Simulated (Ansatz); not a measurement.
CH5GeNS can be A, `[SH][GeH]1[CH2][NH]1`, or B, `C[S][Ge][NH2]`.

Gas-phase electronic energies from Ansatz, PBE0-D4/def2-TZVP geometries. CBS: MP2 limit from def2 TZ/QZ plus the TZ coupled-cluster correction, frozen cores. DFT in def2-TZVPP. B3LYP here is the variant with VWN-RPA as its local correlation; programs differ in this. For Ge outer-core shells are correlated without core-valence functions, which leaves a few kJ/mol of doubt a bond. Scalar relativity is left out up to krypton. One conformer a species, not always the lowest.

Q: Which isomer does CCSD(T)/CBS put lower? Give the gap. (Best estimate.)

A: Ansatz gave: B, by 187.8 kJ/mol.

Q: Give E(B) − E(A) in kJ/mol with r2SCAN-D4, B2PLYP, PBE0-D4, B3LYP-D4, PBE-D4, MP2/def2-TZVPP, ωB97M-V. (An estimate is asked.)

A: Computed: r2SCAN-D4 -186.6, B2PLYP -196.7, PBE0-D4 -188.3, B3LYP-D4 -210.7, PBE-D4 -192.7, MP2/def2-TZVPP -172.7, ωB97M-V -196.3. None reverses the order clearly.

Largest T1 diagnostic: 0.014.

From PBE to PBE0 (25 % exact exchange), in def2-TZVPP and without D4, E(B) − E(A) moves by +4.1 kJ/mol. In def2-TZVPP, CCSD(T) changes the Hartree–Fock value by +31.0 kJ/mol (the triples alone add +3.4 kJ/mol) and MP2 by +33.6 kJ/mol.
